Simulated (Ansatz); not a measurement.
`B[SiH](F)Cl` + `C[S][GeH2][Cl]` → `CS[SiH](F)Cl` + `[BH2][GeH2][Cl]`  (redistribution)

Isolated molecules relaxed with PBE0-D4/def2-TZVP in Ansatz; ΔE leaves out vibrations. CCSD(T)/CBS adds triple-zeta CCSD(T) − MP2 to the extrapolated MP2 energy (def2 sets, frozen cores). Functionals use def2-TZVPP. For Ge outer-core shells are correlated without core-valence functions, which leaves a few kJ/mol of doubt a bond. Scalar relativity is left out up to krypton. Each species was taken in one conformer, which may not be the lowest.

`B[SiH](F)Cl`:

```xyz
7

B     1.066   -0.463    0.385
Si   -0.586    0.306   -0.434
F    -1.392   -0.725   -1.347
Cl   -1.701    0.691    1.253
H     1.931    0.263    0.773
H     1.167   -1.635    0.580
H    -0.487    1.562   -1.211
```

`C[S][GeH2][Cl]`:

Cartesian coordinates in Å:
```
C 1.401 -0.077 -0.667
S -0.262 -0.430 -1.301
Ge -1.413 -0.109 0.538
Cl -1.212 1.948 1.179
H 1.466 0.948 -0.301
H 1.682 -0.776 0.120
H 2.084 -0.198 -1.508
H -2.891 -0.367 0.237
H -0.855 -0.939 1.702
```

`CS[SiH](F)Cl`:

```xyz
9

C    -0.863   -0.011    1.270
S     0.066   -1.296    0.378
Si    0.909   -0.156   -1.164
F     1.933    0.926   -0.602
Cl   -0.500    0.920   -2.180
H    -1.374   -0.519    2.087
H    -0.191    0.741    1.680
H    -1.600    0.453    0.617
H     1.619   -1.058   -2.086
```

`[BH2][GeH2][Cl]`:

Cartesian coordinates in Å:
```
B 0.623 -0.315 -1.081
Ge -0.486 0.225 0.561
Cl 0.636 -0.077 2.392
H 0.134 -0.206 -2.165
H 1.734 -0.730 -0.973
H -0.873 1.715 0.552
H -1.768 -0.613 0.715
```

Question: Is it downhill or uphill in electronic energy at CCSD(T)/CBS, and by how much? (An estimate is asked.)

Answer: The calculation gave: Downhill: ΔE = -29.4 kJ/mol.

Question: What do these levels give: r2SCAN-D4, B97M-V, revPBE, MP2/def2-SVP, CCSD(T)/def2-SVP, MP2/def2-TZVPP? (An estimate is asked.)

Answer: Computed: r2SCAN-D4 -27.7, B97M-V -26.2, revPBE -22.5, MP2/def2-SVP -22.7, CCSD(T)/def2-SVP -20.7, MP2/def2-TZVPP -28.5 kJ/mol.

Largest T1 diagnostic among the species: 0.011.

Leaving LDA and LC-ωPBE aside and taking each functional with its dispersion term where it has one, the values, not all of them listed here, spread over 6.9 kJ/mol, from ωB97M-V to BLYP-D4. LDA lies −4.4 kJ/mol from PBE without D4. At CCSD(T), def2-SVP lies +8.7 kJ/mol from the extrapolated value and def2-TZVPP +2.6 kJ/mol.
